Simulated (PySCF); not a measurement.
Task: Give a PBE0-D3(BJ)/def2-SVP geometry of `BB[AsH2]`.

Result: 
Z-matrix in Å and degrees, rows numbered from 1:
```
B 
B   1  1.6406
As  2  2.0113  1  119.75
H   1  1.2117  2  123.42  3    77.29
H   1  1.2130  2  119.90  3   -99.59
H   2  1.2100  1  126.12  3  -175.00
H   3  1.5199  2  100.57  1    34.43
H   3  1.5185  2   97.53  1   132.15
```

B1 (three-coordinate boron) is planar (angles 123.4°, 119.9° and 116.6°, sum 359.9°, 0.02 Å off the plane of its three neighbours). B2 (three-coordinate boron) is planar (angles 126.1°, 119.8° and 114.0°, sum 359.8°, 0.04 Å off the plane of its three neighbours). As3 (arsenic bonded to B and 2 H) is pyramidal (angles 100.6°, 97.5° and 96.1°, sum 294.2°, 0.81 Å off the plane of its three neighbours).

The calculation used PBE0-D3(BJ)/def2-SVP geometry optimisation, gas phase in PySCF.

No frequency check. The numbers are those of one conformer (B1–B2–As3–H 34° and 132°).

Hardware: one thread, Arm Neoverse V1 (aarch64), no GPU, shared host with 32 logical CPUs at a one-minute load of 14. Cost: 18 s wall, 0.36 GiB resident at most. That covers the optimisation of the geometry.
